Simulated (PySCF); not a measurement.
HI at r²SCAN0

Computed with r²SCAN0; basis H x2c-TZVPPall, I x2c-TZVPPall; spin-free X2C with a Gaussian nucleus; PySCF 2.14.

* state: ¹Σ⁺ (singlet), closed shell
* bond length: 1.604 Å
* harmonic wavenumber: 2379 cm⁻¹
* force constant: 3.34 mdyn/Å
* rotational constant Be: 6.551 cm⁻¹
* anharmonicity ωexe: 33.9 cm⁻¹
* vibration–rotation constant αe: 0.153 cm⁻¹
* well depth De to H + I: 3.37 eV
* dissociation energy D0: 3.23 eV
* HOMO–LUMO gap: 7.67 eV
* bond order (Mayer): 1.05
* dipole moment (positive dipole means H(−)I(+)): -0.54 D

These are scalar-relativistic numbers at best; spin–orbit coupling would shift them, the dissociation energy most.
